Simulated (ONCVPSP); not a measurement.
W: variants of one ONCV potential

Base potential:

| Property | Result |
| --- | --- |
| Element | tungsten (W) |
| Generator | ONCVPSP 4.0.1 |
| Type | optimised norm-conserving Vanderbilt (ONCV) |
| Functional | revPBE |
| Relativity | scalar-relativistic |
| Frozen core | [Xe] 4f14 |
| Valence charge | 6 |
| Reference configuration | 5d4 6s2 |
| Partial waves | 6s: rc 2.70 bohr, ncon 3, nbas 7, qcut 2.8 1/bohr, 2 projectors, debl 1.1 Ha; p scattering state at 0.05 Ha: rc 2.65 bohr, ncon 4, nbas 8, qcut 3.5 1/bohr, local; 5d: rc 2.65 bohr, ncon 4, nbas 9, qcut 6.3 1/bohr, 2 projectors, debl 3.5 Ha |
| Local potential | the p channel |
| Core correction | none |

Cutoffs, loose and tight: the cutoffs (Ha) at which the residual kinetic energy of the hardest occupied pseudo-wave falls to 1 and 0.1 mHa per electron. They do not see the model core or the augmentation charge, which bear on the density cutoff. Test errors are all-electron minus pseudo excitation energies from the reference, over the configurations 5d4 6s1; 5d4 6s0; 5d3 6s0; 5d4 6s1.5. A dash means not determined; rows that change the core or the reference have their own tests.

| change | outcome | cutoff, loose | cutoff, tight | bound ghosts | GHOST(+) flags above zero | largest test error (meV) |
| --- | --- | --- | --- | --- | --- | --- |
| base | generated | 12 Ha | 15 Ha | none | none | +32 |
| p: qcut 2.2 | generated | 12 Ha | 15 Ha | none | none | +32 |
| p: qcut 2.5 | generated | 12 Ha | 15 Ha | none | none | +32 |
| p: qcut 2.7 | generated | 12 Ha | 15 Ha | none | none | +32 |
| p: qcut 3.2 | generated | 12 Ha | 15 Ha | none | none | +32 |
| p: qcut 3.4 | generated | 12 Ha | 15 Ha | none | none | +32 |
| p: qcut 3.9 | generated | 12 Ha | 15 Ha | none | s | +34 |
| p: qcut 4.7 | failed: ERROR pspot: first pseudo wave function has node, program will stop | – | – | – | – | – |
| p: qcut 5 | failed: ERROR pspot: first pseudo wave function has node, program will stop | – | – | – | – | – |
| p: qcut 5.2 | failed: ERROR pspot: first pseudo wave function has node, program will stop | – | – | – | – | – |

Task: What comes out with this change to the base: p: qcut 4.2?

Result: outcome: generated; cutoff, loose: 12 Ha; cutoff, tight: 15 Ha; bound ghosts: none; GHOST(+) flags above zero: none; largest test error (meV): +38.

Reading the sweep of the qcut of the p channel (base included, trends over the rows without a ghost): The loose cutoff stays near 12 Ha. The median size of the test errors (rows with all tests solved) stays near 16.8 meV. The generation fails at 4.7, 5, 5.2 1/bohr.
